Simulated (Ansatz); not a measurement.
Gas-phase electronic energies from Ansatz, PBE0-D4/def2-TZVP geometries. CCSD(T)/CBS is the MP2 limit (def2-TZVPP, def2-QZVPP) plus CCSD(T) − MP2 in def2-TZVPP, frozen cores. This one scheme is used for every species. DFT in def2-TZVPP. B3LYP here is the variant with VWN-RPA as its local correlation; programs differ in this. Each species was taken in one conformer, which may not be the lowest.

Consider the substitution at a C–C bond: `BCCN` + `[OH][AlH][Cl]` → `BC[O][AlH][Cl]` + CH₃NH₂.

CCSD(T)/CBS gives +0.69 eV.

Q: Another level gave +0.60 eV. Which?
A. MP2/def2-TZVPP
B. B3LYP-D4/def2-TZVPP
C. CCSD/def2-TZVPP
D. ωB97X-V/def2-TZVPP

A: D. ωB97X-V 0.60, CCSD/def2-TZVPP 0.66, B3LYP-D4 0.55, MP2/def2-TZVPP 0.73 eV.

Largest T1 diagnostic among the species: 0.012.

From PBE to PBE0 (25 % exact exchange), in def2-TZVPP and without D4, ΔE moves by +0.03 eV. In def2-TZVPP, CCSD(T) changes the Hartree–Fock value by +0.10 eV (the triples alone add +0.01 eV) and MP2 by +0.16 eV.
